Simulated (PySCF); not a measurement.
# How methods differ on the excitation energy of Tl²⁺

Tl²⁺ [Xe] 4f14 5d10 6s1 (2S) → Tl²⁺ [Xe] 4f14 5d9 6s1 6p1 (high-spin determinant), as a difference of total energies. All numbers are calculated (PySCF 2.14, scalar relativity through the core potential, in aug-cc-pVQZ-PP with one added diffuse shell each of s, p, d, f, g type with ECP60MDF (8s8p6d4f3g, 117 functions)). The calculations carry no spin-orbit coupling.

| method | excitation energy (eV) |
| --- | --- |
| UHF | 16.089 |
| LDA | 17.216 |
| PBE | 17.088 |
| PBE0 | 17.043 |
| r2SCAN | 17.025 |
| wB97X-V | 17.155 |
| revPBE | 17.073 |
| B97-3 | 17.364 |

The determinant of the upper state mixes LS terms, which raises its energy above the lowest term, most at the Hartree-Fock and MP2 levels.
